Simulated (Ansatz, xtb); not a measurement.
**Relative energy of two isomers of B3FH5N3S**

Structure I: `FB1NBN(S)BN1`, a singlet. Structure II: `FB1NBNBN1S`, a singlet. Both are isolated molecules in the gas phase, relaxed with PBE-D3(BJ)/def2-SVP; the shapes shown needn't be the lowest conformers.

I (Å):

```xyz
13

B     0.8215   -1.7664   -0.7975
B     0.4088   -0.6009    1.3880
B    -1.5297   -1.5621    0.0603
F     1.6828   -2.1930   -1.7460
N     1.2910   -1.0679    0.3623
N    -1.0073   -0.8521    1.2104
N    -0.5868   -1.9994   -0.9238
S    -2.1162   -0.3561    2.4702
H     2.2936   -0.9013    0.4627
H     0.8231   -0.0143    2.3653
H    -2.3994    0.8906    1.9829
H    -2.7184   -1.7700   -0.0605
H    -0.9298   -2.5005   -1.7449
```

II (Å):

```yaml
atoms:
  - { symbol: B, position_ang: [-2.4821, -1.5063, 1.1837] }
  - { symbol: B, position_ang: [-3.1541, 0.8529, 0.6296] }
  - { symbol: B, position_ang: [-1.0776, -0.1474, -0.4104] }
  - { symbol: F, position_ang: [-2.7317, -2.6511, 1.8430] }
  - { symbol: N, position_ang: [-3.3634, -0.3850, 1.3198] }
  - { symbol: N, position_ang: [-2.0034, 0.9308, -0.2253] }
  - { symbol: N, position_ang: [-1.3349, -1.3770, 0.3076] }
  - { symbol: S, position_ang: [-0.1841, -2.6887, 0.1982] }
  - { symbol: H, position_ang: [-4.1723, -0.4848, 1.9354] }
  - { symbol: H, position_ang: [-3.9158, 1.7907, 0.7615] }
  - { symbol: H, position_ang: [-1.8286, 1.8005, -0.7297] }
  - { symbol: H, position_ang: [-0.1129, -0.0438, -1.1382] }
  - { symbol: H, position_ang: [-0.8607, -3.4486, -0.7165] }
```

Energies in hartree; the thermal terms are from GFN2-xTB frequencies at re-optimised GFN2-xTB minima (ideal gas, soft modes damped towards free rotors, one conformer each, 298.15 K, 1 atm) and include the zero-point energy:

|  | I | II |
| --- | --- | --- |
| E, CCSD(T)/def2-SVP | −738.333041 | −738.332450 |
| E, MP2/def2-SVP | −738.243717 | −738.243047 |
| E, MP2/def2-TZVPP | −739.051069 | −739.049966 |
| zero-point energy | 0.080964 | 0.081276 |
| H(298 K) − E | 0.090276 | 0.090490 |
| G(298 K) − E | 0.047792 | 0.048374 |

Correct the CCSD(T) difference for the basis set by the MP2 change, then work out ΔE, ΔE₀, ΔH and ΔG for I → II in kcal/mol (1 Eh = 627.51 kcal/mol) and the equilibrium ratio [II]/[I].

1. Differences II − I: CCSD(T) +0.000591, MP2 in the small set +0.000670, MP2 in the large set +0.001103 Eh.
2. ΔE = +0.000591 + (+0.001103 − (+0.000670)) = +0.001024 Eh = +0.64 kcal/mol.
3. ΔE₀ = ΔE + ΔZPE = +0.001024 + (+0.000312) Eh = +0.84 kcal/mol.
4. ΔH = ΔE + (+0.000214) Eh = +0.78 kcal/mol.
5. ΔG = ΔE + (+0.000582) Eh = +1.01 kcal/mol, so ΔS = (ΔH − ΔG)/T = −3.2 J/(mol K).
6. kT = 0.9442 mEh, so K = [II]/[I] = exp(−ΔG/kT) = exp(−1.70) ≈ 0.18.

The sums favour I, but ΔE leans on the basis-set step (CCSD(T) alone has the other sign or is under 1 kcal/mol), so the order isn't settled. An error of 1 kcal/mol in ΔG would change K by a factor of 5.4. Mirror images and further conformers aren't counted.

As drawn, both hold the same kinds of bond in the same numbers.

Other levels gave ΔE = +0.9 (GFN2-xTB); +1.1 (HF/STO-3G, GFN2-xTB geometries); +1.5 (r2SCAN-D4/def2-SVP, GFN2-xTB geometries); +0.2 (PBE-D3(BJ)/def2-SVP); +0.5 (HF/def2-SVP); +0.4 (MP2/def2-SVP); +0.4 (CCSD(T)/def2-SVP) kcal/mol. The correlated steps freeze 12 core orbitals. Programs: Ansatz 0.2.0, xtb 6.7.1.
